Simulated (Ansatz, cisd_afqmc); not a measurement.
System: MgCl, charge 1, singlet. MgCl+ (SMILES [Mg+][Cl]).
B3LYP-D3(BJ)/def2-TZVP minimum from Ansatz (a program for electronic structure):
```
Mg
Cl 1 2.1176
```
Charge +1, spin multiplicity 1.

Total energies in def2-TZVPP, 8 correlated electrons, 10 frozen orbitals. Open shells are spin-unrestricted; no spin-orbit coupling. Correlated methods leave the cores frozen. No relativity. AFQMC is phaseless with a CISD trial state; ± is one standard error, without the phaseless bias. Outlying blocks are dropped, and bars are widened where a walk drifts. Over all cases where full CI ran beside it in this data, AFQMC minus full CI had a median of +0.1 mEh and passed +0.4 mEh in a tenth of the cases. The spin of ClMg+ ([Mg+][Cl], singlet) was assumed, and the state is the lowest solution found for it.

```csv
method,program,energy (Eh),minus CCSDTQ (mEh)
HF,Ansatz,-658.91075,230.67
MP2,Ansatz,-659.11497,26.46
CCSD,Ansatz,-659.13149,9.94
CCSD(T),Ansatz,-659.14051,0.91
CCSDT(Q),Ansatz,-659.14142,0.00
CCSDTQ,Ansatz,-659.14142,0.00
AFQMC/CISD,cisd_afqmc,-659.1415 ± 0.0003,-0.1 ± 0.3
```

Rough core times of Ansatz's runs on a shared machine: CCSD(T) under 20 s, CCSDT(Q) 40 s, CCSDTQ 20 min.
